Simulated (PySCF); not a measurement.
**Orbital picture of SeH**

ωB97X-V at R = 1.469 Å; basis H x2c-TZVPPall, Se x2c-TZVPPall; spin-free X2C with a Gaussian nucleus; PySCF 2.14. State: ²Π (doublet), unpaired electrons π ↑. Only the outer orbitals are listed, counted within each symmetry.

```csv
spin,orbital,occ.,ε (eV),on H (%),main shells (%)
α,7σ,1,-23.17,12,"87 Se s, 11 H s"
α,8σ,1,-13.39,33,"57 Se p, 32 H s"
α,4π,1,-10.75,1,99 Se p
α,4π,1,-9.64,1,99 Se p
α,9σ,0,2.35,74,"78 H s, 32 Se p"
α,10σ,0,6.58,68,"71 H s, 43 Se d"
α,5π,0,8.61,5,92 Se d
β,7σ,1,-22.04,14,"85 Se s, 13 H s"
β,8σ,1,-13.11,33,"56 Se p, 32 H s, 10 Se s"
β,4π,1,-9.31,1,99 Se p
β,4π,0,-2.20,1,99 Se p
β,9σ,0,2.50,73,"77 H s, 32 Se p"
β,10σ,0,6.76,68,"71 H s, 41 Se d"
```

Q: Which are the highest filled and the lowest empty level, where do they sit, and how wide is the gap?

A: Highest filled β 4π at -9.31 eV (in %: 99 Se p); lowest empty β 4π at -2.20 eV (in %: 99 Se p); the gap at ωB97X-V is 7.11 eV. Both belong to one degenerate shell, split only by its one-sided filling, so this is no excitation gap.

The bond order (Mayer) is 1.04, the ⟨S²⟩ is 0.753 and the charge on H (Mulliken, basis-dependent) is 0.07. The charge on H (Löwdin, basis-dependent) is -0.17. The dipole moment (positive dipole means H(−)Se(+)) is -0.54 D.

Spin–orbit coupling is left out. The state was picked by a PBE0 search and need not be the measured ground state.
